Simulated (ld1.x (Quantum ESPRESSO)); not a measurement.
**u(r) = r·R(r): atom against pseudo-atom (Ni)**

Columns: radius, all-electron u(r) and pseudo u(r) of the 4p shell (level -15.06 eV) of nickel in the configuration [Ne] 3s2 3p6 3d8 4s0 4p0; LDA (PZ), scalar-relativistic, PAW scheme, ld1.x (Quantum ESPRESSO) 7.5.

```csv
r (bohr),all-electron,pseudo
0.078,0.1372,-0.0282
0.155,0.1627,-0.1053
0.232,0.0589,-0.2140
0.310,-0.0802,-0.3323
0.388,-0.1953,-0.4334
0.465,-0.2653,-0.4961
0.542,-0.2918,-0.5110
0.620,-0.2820,-0.4766
0.698,-0.2451,-0.4014
0.775,-0.1908,-0.3019
0.852,-0.1255,-0.1931
0.930,-0.0535,-0.0866
1.008,0.0206,0.0089
1.085,0.0932,0.0908
1.162,0.1635,0.1634
1.240,0.2310,0.2310
1.318,0.2940,0.2940
1.395,0.3514,0.3514
1.472,0.4035,0.4035
1.550,0.4510,0.4510
1.628,0.4932,0.4932
1.705,0.5296,0.5296
1.782,0.5610,0.5610
1.860,0.5880,0.5880
1.938,0.6104,0.6104
2.015,0.6282,0.6282
```

Question: How many radial nodes do the two functions have?

Answer: The all-electron 4p function has n − l − 1 = 2; the pseudo-wave has 1, since 1 lower shell of the same l stays in the valence.

Question: At about which radius was the pseudo-wave matched?

Answer: 1.25 bohr. The columns agree to 0.0005 from 1.16 bohr on; several derivatives are matched, so the curves merge somewhat inside the radius.

Question: Is the pseudo-wave norm-conserving?

Answer: No, it belongs to a PAW set: the norm inside the radius is not constrained, and the difference is carried by the augmentation charge.
